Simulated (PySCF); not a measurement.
# `C#C[SiH2][Si@H]([SiH2]C)[SiH2]C=O`: 4 charge schemes on one density

Compound: C₄H₁₂OSi₄.
SMILES with atom numbers: `[CH:1]#[C:2][SiH2:3][Si@H:4]([SiH2:5][CH3:6])[SiH2:7][CH:8]=[O:9]` (hydrogens: H10 on C1; H11, H12 on Si3; H13 on Si4; H14, H15 on Si5; H16, H17, H18 on C6; H19, H20 on Si7; H21 on C8)

Structure used (GFN2-xTB), in Å, numbered top down from 1:
```
atom  x, y, z in Å
C1    -3.5608   -1.1264    1.3966
C2    -2.6455   -0.3465    1.4096
Si3   -1.2114    0.8262    1.3762
Si4   -0.1120    0.5713   -0.6781
Si5    1.0807   -1.4350   -0.8058
C6    -0.1138   -2.8795   -0.4934
Si7    1.1589    2.4446   -1.1946
C8     2.3437    2.3681    0.3053
O9     2.1724    1.5325    1.1640
H10   -4.3649   -1.8057    1.3947
H11   -0.3916    0.4789    2.5394
H12   -1.7907    2.1609    1.6029
H13   -1.1718    0.5417   -1.7246
H14    1.7170   -1.6492   -2.1180
H15    2.1598   -1.5091    0.1845
H16    0.4011   -3.8360   -0.4875
H17   -0.6191   -2.7691    0.4623
H18   -0.8805   -2.9249   -1.2614
H19    0.5796    3.7942   -1.1182
H20    2.0472    2.5067   -2.3627
H21    3.1929    3.0731    0.4081
```

Density: PBE0/pcSseg-1 (PySCF); schemes: Mulliken, IAO, Hirshfeld and ESP-fitted. Geometry: GFN2-xTB, one conformer, isolated molecule.

Q: Tabulate the Mulliken, IAO, Hirshfeld and ESP-fitted charges.

A: In e; atoms taken as equivalent share a row and are averaged (×n: the atom named and its like, n in all):

| atom | environment | Mulliken | IAO | Hirshfeld | ESP-fitted |
| --- | --- | --- | --- | --- | --- |
| C1 | terminal alkyne carbon | -0.204 | -0.197 | -0.087 | -0.292 |
| C2 | alkyne carbon | -0.172 | -0.316 | -0.154 | -0.241 |
| Si3 | SiH2 silicon | +0.497 | +0.514 | +0.265 | +0.489 |
| Si4 | SiH silicon | -0.345 | -0.004 | +0.084 | -0.151 |
| Si5 | SiH2 silicon | +0.431 | +0.507 | +0.257 | +0.518 |
| C6 | Si-methyl carbon | -0.619 | -0.699 | -0.209 | -0.593 |
| Si7 | SiH2 silicon | +0.355 | +0.403 | +0.230 | +0.242 |
| C8 | carbonyl carbon | +0.004 | +0.017 | +0.048 | +0.261 |
| O9 | carbonyl oxygen | -0.343 | -0.371 | -0.187 | -0.400 |
| H10 | alkyne hydrogen | +0.063 | +0.202 | +0.097 | +0.284 |
| H11 | Si–H hydrogen | -0.025 | -0.086 | -0.065 | -0.081 |
| H12 | Si–H hydrogen | -0.051 | -0.093 | -0.068 | -0.094 |
| H13 | Si–H hydrogen | +0.032 | -0.075 | -0.080 | -0.025 |
| H14 | Si–H hydrogen | -0.058 | -0.108 | -0.080 | -0.137 |
| H15 | Si–H hydrogen | -0.037 | -0.101 | -0.077 | -0.114 |
| H16/H17/H18 | methyl hydrogen | +0.148 | +0.159 | +0.042 | +0.152 |
| H19 | Si–H hydrogen | -0.035 | -0.087 | -0.069 | -0.076 |
| H20 | Si–H hydrogen | -0.040 | -0.088 | -0.068 | -0.080 |
| H21 | formyl hydrogen | +0.103 | +0.107 | +0.039 | +0.033 |

Mean size of the charges over all atoms: ESP-fitted 0.218 e, IAO 0.212 e, Mulliken 0.184 e, Hirshfeld 0.109 e. Each set sums to the total charge, 0, to within 0.001 e. The Hirshfeld scheme weights the molecular density at each point by an atom's share of the summed free-atom densities.

Lowest charge. All schemes agree: Mulliken C6 (-0.619); IAO C6 (-0.699); Hirshfeld C6 (-0.209); ESP-fitted C6 (-0.593).

Highest charge. The schemes don't all agree: Mulliken Si3 (+0.497); IAO Si3 (+0.514); Hirshfeld Si3 (+0.265); ESP-fitted Si5 (+0.518).

Q: How closely do the schemes follow one another over all atoms?

A: Correlation coefficient and root-mean-square difference: IAO with ESP-fitted 0.95, 0.085 e; IAO with Hirshfeld 0.95, 0.160 e; Mulliken with IAO 0.94, 0.098 e; Mulliken with ESP-fitted 0.93, 0.102 e; Hirshfeld with ESP-fitted 0.90, 0.161 e; Mulliken with Hirshfeld 0.83, 0.162 e.

Q: Sum the charges by element, for elements with more than one atom.

A: 
```json
{"element": "C", "atoms": "4", "Mulliken": "-0.991", "IAO": "-1.195", "Hirshfeld": "-0.403", "ESP-fitted": "-0.865"}
{"element": "Si", "atoms": "4", "Mulliken": "+0.937", "IAO": "+1.420", "Hirshfeld": "+0.835", "ESP-fitted": "+1.097"}
{"element": "H", "atoms": "12", "Mulliken": "+0.396", "IAO": "+0.146", "Hirshfeld": "-0.245", "ESP-fitted": "+0.167"}
```

These values come from a run that also computed NMR shieldings. Hardware: one thread, Arm Neoverse V2 (aarch64), shared host with 32 logical CPUs at a one-minute load of 29. Cost: 60 s of wall time, 1.1 GiB resident at most.
